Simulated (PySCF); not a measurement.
Ga(CF3)2(Cl), C2ClF6Ga, SMILES F[C]([Ga]([C](F)(F)F)[Cl])(F)F, singlet at its CAM-B3LYP/def2-SVP optimised geometry (Å):

```
10

Ga    -0.0288     0.0239     0.0000
C     -0.9938    -1.7347    -0.0403
F     -0.1751    -2.7880    -0.0498
F     -1.7697    -1.8180    -1.1330
F     -1.7958    -1.8574     1.0291
C     -0.9738     1.7933     0.0000
F     -0.2227     2.7880     0.4779
F     -2.0953     1.7474     0.7339
F     -1.3293     2.1229    -1.2528
Cl     2.0953     0.0239     0.0000
```

Computed with CAM-B3LYP/def2-TZVP in PySCF. Cells within 0.4 Å of a nucleus heavier than hydrogen are left out (blank, or x).

Map of the deformation density (molecule minus spherical neutral atoms) (e/bohr³) on the plane z = 0.8 Å:

```
|222222222222222222222222222|
|222222222222222222222222222|
|222222222222222222222222222|
|222222222222222222222222222|
|222222222222212222222222222|
|222222222223601222222222222|
|222222222112x93222222222222|
|222222243102233222222222222|
|2222221xx300122222222222222|
|2222221xx210122222222222222|
|222222243212222222222222222|
|222222222222221222222222222|
|222222222222111233332222222|
|222222222211111233332222222|
|222222222222111233332222222|
|222222222222221222222222222|
|222222222212222222222222222|
|222222236131112222222222222|
|22222224xx30012222222222222|
|222222235310122222222222222|
|222222222211222222222222222|
|222222222222222222222222222|
|222222222222222222222222222|
|222222222222222222222222222|
|222222222222222222222222222|
|222222222222222222222222222|
|222222222222222222222222222|
```
Scale: ten equal steps from -0.021 (start of '0') to 0.057 (end of '9'), in the order '0123456789'; x runs from -5.00 to 5.00, y from -5.00 (bottom) to 5.00 (top).
